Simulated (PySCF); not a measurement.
Precursor series Ti F-H. Isolated molecules, 0 K electronic values unless said otherwise.

The dipole moment from two functionals at the same geometries (BP86-D3(BJ)/def2-SVP), both in PySCF: PBE-D3(BJ)/def2-TZVP and B3LYP-D3(BJ)/def2-TZVP. B3LYP has the VWN-RPA correlation part, as in Gaussian. 

| species | B3LYP-D3(BJ)/def2-TZVP (D) |
|---|---|
| 0 of 4 F replaced by H ([Ti(F)4]) | 0.01 |
| 1 of 4 F replaced by H ([Ti(F)3(H)]) | 0.31 |
| 2 of 4 F replaced by H | 0.64 |
| 3 of 4 F replaced by H ([Ti(F)(H)3]) | 0.79 |
| 4 of 4 F replaced by H ([Ti(H)4]) | 0.00 |

Question: What does PBE-D3(BJ)/def2-TZVP give for each?

Answer: 
- 0 of 4 F replaced by H ([Ti(F)4]): 0.01
- 1 of 4 F replaced by H ([Ti(F)3(H)]): 0.05
- 2 of 4 F replaced by H: 0.36
- 3 of 4 F replaced by H ([Ti(F)(H)3]): 0.57
- 4 of 4 F replaced by H ([Ti(H)4]): 0.00
Over these rows, drawn at random from the members with no instability flagged (it was tested for open shells, ions and some series alone), PBE minus B3LYP-D3(BJ): mean -0.15 D, from -0.27 D to 0.00 D.
